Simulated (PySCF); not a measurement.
Species: (SiH3)2PPF2, F2H6P2Si2.
Atom-mapped SMILES: `[F:1][P:2]([F:3])[P:4]([SiH3:5])[SiH3:6]` (hydrogens: H7, H8, H9 on Si5; H10, H11, H12 on Si6)

Level: wB97X-D/pcSseg-2 in PySCF, non-relativistic, on one gas-phase PBE0-D3(BJ)/def2-TZVP geometry that isn't relaxed in the solvent. The solvent is an IEF-PCM continuum (cavity from Bondi-type radii × 1.2). The model holds no explicit solvent molecules, cavitation or dispersion.

Gas phase at wB97X-D/pcSseg-2: HOMO -9.04 eV, LUMO 0.58 eV, dipole 2.16 D.

Question: What does the continuum do to the energy, the frontier levels and the dipole at wB97X-D/pcSseg-2 in chloroform?

Answer: 
```json
{"solvent": "chloroform", "ε": "4.711", "E(solvent) − E(gas) (kcal/mol)": "-1.61", "polarisation term (kcal/mol)": "-1.76", "distortion of the solute (kcal/mol)": "0.15", "HOMO (eV)": "-8.95", "LUMO (eV)": "0.72", "dipole (D)": "2.63"}
```

Polarisation term: ½ Σ q·V over the induced surface charges. Distortion: the rise of the solute's own energy as its density leaves the gas-phase optimum.

Question: Which radius a makes the point-dipole formula ΔE = −[(ε − 1)/(2ε + 1)]·μ²/a³ give the value in chloroform, with the gas-phase dipole?

Answer: μ = 0.850 au and |ΔE| = 0.00257 Eh give a = 2.46 Å; the farthest nucleus lies 3.08 Å from the centroid of the nuclei, so such a sphere wouldn't even hold the nuclei. The formula assumes a rigid point dipole at the centre of a sphere.

The run took 85 s wall, 3.2 min CPU on 2 threads, AMD EPYC (x86_64) (shared host), and the process peaked at 2.4 GiB of memory. This is the whole shielding run at wB97X-D/pcSseg-2 in chloroform, SCF included.

The values belong to the conformer `[F:1][P:2]([F:3])[P:4]([SiH3:5])[SiH3:6]`: F1–P2–P4–Si5 176°.

Note: wB97X-D ran without an empirical dispersion term, which enters the total energy and its gradient alone.
